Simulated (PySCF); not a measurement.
AsH5, SMILES [AsH5].

Geometry: PBE0-D3(BJ)/def2-TZVP.

Level of theory: PySCF with PBE0/def2-TZVPD.

Gas-phase values at a fixed geometry.

Task: Estimate the frontier levels, gap, dipole moment and polarisability. (Estimate from the structure and the level; the computed values follow.)

Result: 
```json
{
  "highest_occupied_level": "-6.03 eV",
  "lowest_empty_level": "-0.72 eV",
  "orbital_gap": "5.31 eV",
  "dipole_moment": "0.00 D",
  "quadrupole, principal values (traceless, Buckingham form, about the centre of nuclear charge)": "-5.26, 2.63, 2.63 D·Å",
  "mean_static_polarisability": "41.8 bohr³ (6.20 Å³)",
  "polarisability_principal_values": "38.0, 38.0, 49.6 bohr³"
}
```
